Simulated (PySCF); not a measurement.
**Spinor energies of Sb (antimony, neutral)**

Start: [Kr] 4d10 5s1 5p3 6s1; 5s1/2 filled at m_j = +1/2; 5p3/2 filled at m_j = -1/2, +1/2, +3/2; 6s1/2 filled at m_j = +1/2. Calculated with PySCF 2.14 in x2c-SVPall-2c with one added diffuse shell each of s, p type (7s9p4d, 54 functions): generalised Hartree-Fock with the X2C-1e Hamiltonian and a Gaussian nucleus; one run each with spin-orbit coupling (SO) switched off, then screened by Boettger's factors. This is a chosen level, not necessarily the ground level.

```tsv
spinor shell	electrons	ε, spin-free (eV)	ε, screened SO (eV)	weight of nominal j (screened SO)	rms radius, screened SO (bohr)
1s1/2	2	-30642.8	-30639.8	1.000	0.0326
2s1/2	2	-4760.0	-4759.1	1.000	0.133
2p1/2	2	-4267.8	-4442.8	1.000	0.115
2p3/2	4	-4267.8	-4188.1	1.000	0.120
3s1/2	2	-976.93	-976.68	1.000	0.352
3p1/2	2	-812.38	-845.58	1.000	0.345
3p3/2	4	-812.38	-797.10	1.000	0.356
3d3/2	4	-561.48	-567.18	1.000	0.330
3d5/2	6	-561.48	-557.42	1.000	0.333
4s1/2	2	-180.70	-180.62	1.000	0.841
4p1/2	2	-127.94	-134.09	0.998	0.893
4p3/2	4	-127.94	-125.07	0.999	0.920
4d3/2	4	-48.595	-49.415	0.930	1.11
4d5/2	6	-48.595	-47.966	0.953	1.11
5s1/2	1	-24.999	-24.965	1.000	2.33
5p3/2	3	-13.100	-13.113	0.627	2.85
6s1/2	1	-3.022	-3.018	1.000	6.17
```

```json
{"quantity": "E (hartree)", "spin-free": "-6476.13900", "screened SO": "-6477.76703"}
{"quantity": "M_J", "spin-free": "5/2", "screened SO": "5/2"}
{"quantity": "⟨J²⟩", "spin-free": "8.754", "screened SO": "8.754"}
{"quantity": "⟨L²⟩", "spin-free": "0.000", "screened SO": "0.035"}
{"quantity": "⟨S²⟩", "spin-free": "8.754", "screened SO": "8.725"}
```

Each row is a mean over spinors that exchange with the open shell spreads, by up to 1.143 eV (4s1/2).

Rows whose weight is well below 1 are mixtures of j = l ± 1/2: exchange outweighs spin-orbit coupling there, and the label is only the starting occupation.

Breit and QED terms are absent; they matter most for the inner s and p1/2 levels.

Densities and radii are taken from the X2C orbitals without a picture-change correction, which distorts them close to the nucleus.

Without spin-orbit coupling the j labels of p, d and f shells carry no meaning; the spin-free column gives the mean over the occupied spinors of each nl shell.
